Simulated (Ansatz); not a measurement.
Single points on the cluster Li6Al2.

```yaml
crystal:
  periodic: [false, false, false]
  atoms:
    - {symbol: Al, position_ang: [-0.837130, -0.973182, 0.493627]}
    - {symbol: Al, position_ang: [0.840091, 0.972406, -0.492281]}
    - {symbol: Li, position_ang: [0.487410, 0.710150, 2.196576]}
    - {symbol: Li, position_ang: [-1.017268, -3.348435, -0.564554]}
    - {symbol: Li, position_ang: [-0.495128, -0.705621, -2.193060]}
    - {symbol: Li, position_ang: [1.021546, 3.346231, 0.569240]}
    - {symbol: Li, position_ang: [-1.625032, 1.647215, 0.445240]}
    - {symbol: Li, position_ang: [1.625501, -1.648764, -0.454798]}
basis:
  gaussian: {orbitals: def2-TZVPP, initial_orbitals: start.molden}
correlation: {method: ccsd_t}
scf: {omitted_lower_state_checks: [starts]}
output: {orbitals: {seedname: orbitals}}
```

The file start.molden holds the orbitals of an earlier run on this structure, at another level or in another basis.

```sh
$ ansatz run in.yaml --threads 4 --pin off --events-out ev --progress --plain --max-ram 3916MiB
```

It prints (some lines left out):

```
Functional definition: HF
1404 factors; integrals over basis functions are off by at most 5.7e-4 eV
mean field evaluation 1: about -14380.5127 eV, gradient 2.8e1 eV
mean field evaluation 2: about -14381.0642 eV, gradient 8.1e-1 eV
mean field evaluation 4: about -14381.2931 eV, gradient 7.3e-2 eV
mean field evaluation 8: about -14381.2935 eV, gradient 1.5e-6 eV
mean field evaluation 16: about -14371.6626 eV, gradient 2.1e1 eV
mean field evaluation 32: about -14380.3092 eV, gradient 4.8e-1 eV
mean field evaluation 64: about -14380.2330 eV, gradient 1.8e-1 eV
mean field evaluation 96: about -14379.2617 eV, gradient 3.0e-2 eV
mean field evaluation 128: about -14379.2618 eV, gradient 2.0e-4 eV
mean field -14381.29354138 eV, -528.5027896547 hartree, gradient 2.8e-6 eV, S^2 0.000000; 3 other end points of the search recorded, 0 dependent functions left out; unrestricted orbitals would lower it
determinant -14381.29354138 eV, -528.5027896547 hartree, with singles and doubles -14395.00058437 eV, -529.0065141937 hartree
determinant -14380.31848989 eV, -528.4669571734 hartree, with singles and doubles -14394.03313970 eV, -528.9709612581 hartree
determinant -14380.23579352 eV, -528.4639181379 hartree, with singles and doubles -14393.90199404 eV, -528.9661417438 hartree
determinant -14379.26176644 eV, -528.4281233030 hartree, with singles and doubles -14393.28187638 eV, -528.9433528402 hartree
10 core orbitals not correlated: weight in the atoms' cores, before any rotation towards them, 1.000 or more for the frozen orbitals, at most 0.000 for the correlated occupied ones
reference -14381.29354138 eV, -528.5027896547 hartree; 12, 12 occupied and 176, 176 virtual orbitals, 1404 factors
second order -12.49149014 eV of doubles, -0.00000000 eV of singles
cycle   1  -13.51360469 eV  change   -5.6e-1 eV  update   3.6e-2
cycle   2  -13.55180768 eV  change   -3.8e-2 eV  update   1.1e-2
cycle   3  -13.55027671 eV  change    1.5e-3 eV  update   5.2e-3
cycle   4  -13.54976465 eV  change    5.1e-4 eV  update   2.9e-3
cycle   5  -13.55044030 eV  change   -6.8e-4 eV  update   2.2e-3
cycle   6  -13.55048417 eV  change   -4.4e-5 eV  update   1.6e-3
cycle   7  -13.55044890 eV  change    3.5e-5 eV  update   1.2e-3
cycle   8  -13.55115480 eV  change   -7.1e-4 eV  update   8.9e-4
cycle   9  -13.55131330 eV  change   -1.6e-4 eV  update   5.8e-4
cycle  10  -13.55109544 eV  change    2.2e-4 eV  update   3.3e-4
cycle  11  -13.55112214 eV  change   -2.7e-5 eV  update   1.5e-4
cycle  12  -13.55109489 eV  change    2.7e-5 eV  update   8.8e-5
cycle  13  -13.55113200 eV  change   -3.7e-5 eV  update   5.0e-5
cycle  14  -13.55115531 eV  change   -2.3e-5 eV  update   2.6e-5
perturbative correction -0.88533757 eV, -0.0325355557 hartree
Total energy: -14395.73003426 eV, -529.0333209829 hartree
Checks for a lower state left out: starts
```

Hardware: 4 threads of Intel Xeon 6975P-C on a shared host. Wall time 18 s, peak host memory 2.6 GiB.

As the first input, with `gaussian: {orbitals: def2-TZVP, initial_orbitals: start.molden}`, `hamiltonian: {xc: pbe0, dispersion: d4}` and without the key `correlation` (abridged; 1.1 s):

```
Functional definition: PBE0
mean field -14413.10913045 eV, -529.6719909879 hartree, gradient 1.4e-5 eV, S^2 0.000000
Total energy: -14413.21844116 eV, -529.6760080823 hartree
Checks for a lower state left out: starts
```

First input, but with `gaussian: {orbitals: def2-TZVP, initial_orbitals: start.molden}`, `hamiltonian: {xc: {name: B97M-V}}` and without the key `correlation` (abridged; 3.1 s):

```
Functional definition: B97M-V
mean field -14423.07576125 eV, -530.0382579139 hartree, gradient 1.6e-5 eV, S^2 0.000000
Total energy: -14423.07584347 eV, -530.0382609355 hartree
Checks for a lower state left out: starts
```

As the first input, with `gaussian: {orbitals: def2-TZVP, initial_orbitals: start.molden}`, `hamiltonian: {xc: pbe, dispersion: d4}`, `output: {forces: true, orbitals: {seedname: orbitals}}` and without the key `correlation` (abridged; 1.1 s):

```
Functional definition: PBE
mean field -14411.48423796 eV, -529.6122772901 hartree, gradient 1.3e-5 eV, S^2 0.000000
Total energy: -14411.61073249 eV, -529.6169258782 hartree
Atom 0 force     0.054876     0.017332    -0.054600 eV/Å
Atom 1 force    -0.053444    -0.018382     0.057207 eV/Å
Atom 2 force    -0.005192     0.023221    -0.036093 eV/Å
Atom 3 force     0.011711     0.020467    -0.005080 eV/Å
Atom 4 force     0.005714    -0.024995     0.033624 eV/Å
Atom 5 force    -0.013186    -0.019602     0.003560 eV/Å
Atom 6 force     0.042281     0.003804     0.005217 eV/Å
Atom 7 force    -0.042760    -0.001845    -0.003836 eV/Å
Dipole moment:    -0.000899    -0.000347    -0.000620 e Å
Checks for a lower state left out: starts
```

The first input with `gaussian: {orbitals: def2-TZVP, initial_orbitals: start.molden}`, `hamiltonian: {xc: {name: revPBE}, dispersion: d4}` and without the key `correlation` (abridged; 0.9 s):

```
Functional definition: revPBE
mean field -14419.57012771 eV, -529.9094282577 hartree, gradient 1.2e-5 eV, S^2 0.000000
Total energy: -14419.81020198 eV, -529.9182508243 hartree
Checks for a lower state left out: starts
```

As the first input, with `gaussian: {orbitals: def2-TZVP, initial_orbitals: start.molden}`, `hamiltonian: {xc: r2scan, dispersion: d4}` and without the key `correlation` (abridged; 1.6 s):

```
Functional definition: r2SCAN
mean field -14419.96771092 eV, -529.9240391712 hartree, gradient 2.4e-5 eV, S^2 0.000000
Total energy: -14419.99221250 eV, -529.9249395877 hartree
Checks for a lower state left out: starts
```

Geometry: PBE-D4/def2-SVP.

Correlated methods freeze 10 core orbitals; core or outer-core shells of Li are correlated, in sets that lack core-valence functions. At CCSD(T)/def2-TZVPP the restricted singlet (for correlated methods, its reference) is unstable: a solution with broken spin symmetry lies lower. The restricted singlet is unstable towards broken spin symmetry in Hartree–Fock (as tested in another run); at PBE0-D4/def2-TZVP, B97M-V/def2-TZVP, PBE-D4/def2-TZVP, revPBE-D4/def2-TZVP and others this wasn't settled. The structure comes from a short search, and lower isomers may exist.
